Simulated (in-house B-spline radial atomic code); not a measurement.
Al VII (Al6+): [He] 2s2 2p2 3s1 (an excited or competing configuration)

All numbers are computed (non-relativistic TPSSh, spin-polarised, spherical fractional occupations, exact exchange averaged over the configuration; point nucleus) with a radial B-spline atomic code at the basis-set limit, not measured.

Screening seen three ways: the hydrogenic charge with the same mean radius, Z_r = [3n² - l(l+1)]/(2<r>), the one with the same energy, Z_e = n√(-2ε), and Slater's rules. Values are occupation-weighted means over spin.

| shell | electrons | ε (eV) | <r> (bohr) | Z_r | Z_e | Slater |
| --- | --- | --- | --- | --- | --- | --- |
| 1s | 2 | -1737 | 0.1199 | 12.51 | 11.30 | 12.70 |
| 2s | 2 | -272.24 | 0.5551 | 10.81 | 8.95 | 10.25 |
| 2p | 2 | -245.54 | 0.4939 | 10.12 | 8.50 | 10.25 |
| 3s | 1 | -93.897 | 1.458 | 9.26 | 7.88 | 7.60 |

The least bound orbital is 3s up at -93.9 eV, and it is also the most diffuse (<r> = 1.458 bohr).
